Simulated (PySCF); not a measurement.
The vertical singlet excitations below were computed for one of the candidates. Computed with PySCF 2.14.0, density-fitted response routines, TDDFT CAM-B3LYP/def2-SVPD, vertical, gas phase, core orbitals frozen in the response. Geometries: GFN2-xTB, one conformer each.

```csv
state,λ (nm),f
S1,242.5,0.0077
S2,208.0,0.0001
S3,198.2,0.0074
S4,195.2,0.0022
S5,175.2,0.049
S6,173.4,0.0048
S7,167.7,0.016
S8,166.2,0.0054
```

Triplets computed (Tamm–Dancoff): 4.31, 5.08, 5.21 eV.

Question: Which structure fits?
A. `FC(F)C1=CCN1[SiH3]`
B. `[H]/N=C(/CC#C[SiH3])C(F)F`
C. `F[Si@@H](O[SiH3])C(F)(F)F`

Answer: B. Its S1, at 5.11 eV, is the lowest among the candidates; the nearest of the others has S1 at 5.37 eV. S1 is HOMO→LUMO (61%), HOMO-2→LUMO (30%). Löwdin shares by element: HOMO carbon 48% or more, nitrogen 25% (atoms not listed hold the other 27%); LUMO carbon 41% or more, nitrogen 30% (atoms not listed hold the other 29%). At the same level the other candidates give, for their lowest levels:
- `F[Si@@H](O[SiH3])C(F)(F)F`: 161 nm (f 0.005); 157 nm (f 0.002); 149 nm (f 0.017); 143 nm (f 0.008); 137 nm (f 0.067); T1 7.27 eV; HOMO -10.70, LUMO 0.41 eV
- `FC(F)C1=CCN1[SiH3]`: 231 nm (f 0.171); 217 nm (f 0.004); 204 nm (f 0.015); 192 nm (f 0.010); 184 nm (f 0.007); T1 3.40 eV; HOMO -7.53, LUMO 0.86 eV

The values belong to the conformer `[H]/[N:1]=[C:2](/[CH2:3][C:4]#[C:5][SiH3:6])[CH:7]([F:8])[F:9]`: N1–C2–C3–C4 -115°, N1–C2–C7–F8 -7°.
